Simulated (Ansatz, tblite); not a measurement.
Spin states of Na₄H₄ (the lowest singlet isomer of a short search), each relaxed with r2SCAN-D4/def2-SVP in Ansatz. Electronic energies in the gas phase.

The xTB rows come from tblite. LC-ωPBE has ω = 0.4 bohr⁻¹. Correlated methods freeze 4 core orbitals; core or outer-core shells of Na are correlated, in sets that lack core-valence functions. In the triplet geometry the species has come apart into loosely held pieces. In the triplet, H6 and H8 lie 0.76 Å apart (atoms count from 1), so H2 has formed as a molecule. In the quintet geometry the species has come apart into loosely held pieces. In the quintet, H5 and H7 lie 0.76 Å apart, H6 and H8 lie 0.76 Å apart (atoms count from 1), so H2 has formed as a molecule. The structure comes from a short search, and lower isomers may exist.

Singlet geometry (Td within 0.1 Å):

```tsv
atom	x (Å)	y (Å)	z (Å)
Na1	-0.414	1.726	-0.647
Na2	-0.100	-1.244	-1.417
Na3	1.747	-0.001	0.717
Na4	-1.233	-0.481	1.347
H5	0.102	1.293	1.473
H6	0.431	-1.794	0.672
H7	-1.816	0.002	-0.745
H8	1.283	0.499	-1.400
```

Triplet geometry:

```xyz
8

Na    0.075    0.698    1.065
Na    0.220    3.327   -1.000
Na   -0.822   -2.147    2.597
Na   -1.541   -0.521   -1.246
H    -0.988   -1.340    0.578
H     1.680   -0.997   -0.396
H    -0.725    1.367   -1.022
H     2.101   -0.387   -0.577
```

Quintet geometry (D2d within 0.1 Å):

```xyz
8

Na    1.6460    2.5554    0.8261
Na   -2.0168    0.5359    2.3593
Na    2.0242   -0.5457   -2.3466
Na   -1.6551   -2.5431   -0.8379
H     1.7122   -1.5235    1.3173
H    -1.6630    1.1634   -1.6909
H     1.2042   -1.4198    1.8762
H    -1.2517    1.7775   -1.5035
```

⟨S²⟩: triplet 2.00 at PBE0-D4/def2-TZVP (pure 2.00), quintet 6.00 at PBE0-D4/def2-TZVP (pure 6.00).

Run but left out: GFN1-xTB (tight binding far off the other levels).

Only these spin states were relaxed. The triplet has fallen apart into loose fragments. The quintet has fallen apart into loose fragments. The triplet has other bonds than the singlet, so the gap mixes isomer and spin. The quintet has other bonds than the singlet, so the gap mixes isomer and spin.

```tsv
level	triplet − singlet (kJ/mol)	quintet − singlet (kJ/mol)	lowest of these	remarks
GFN2-xTB	398.9	823.8	singlet	–
HF/STO-3G	938.9	1532.2	singlet	HOMO above zero (quintet), HOMO above zero (triplet)
HF/def2-TZVP	92.7	170.2	singlet	–
LDA (SPW92)/def2-TZVP	174.3	338.4	singlet	–
PBE-D4/def2-TZVP	132.7	219.9	singlet	–
r2SCAN-D4/def2-TZVP	161.2	291.9	singlet	–
PBE0-D4/def2-TZVP	141.8	229.6	singlet	–
BHLYP-D4/def2-TZVP	151.0	210.2	singlet	–
LC-ωPBE/def2-TZVP	182.2	348.2	singlet	–
PBE-QIDH/def2-TZVP	159.5	300.0	singlet	–
RPA@PBE/def2-TZVP	149.3	264.3	singlet	–
MP2/def2-TZVP	152.6	273.2	singlet	–
```

Change of the quintet − singlet gap on mixing in exact exchange, in kJ/mol: PBE to PBE0 (25 % exact exchange) 9.6.

The xTB methods have no spin-polarisation term.
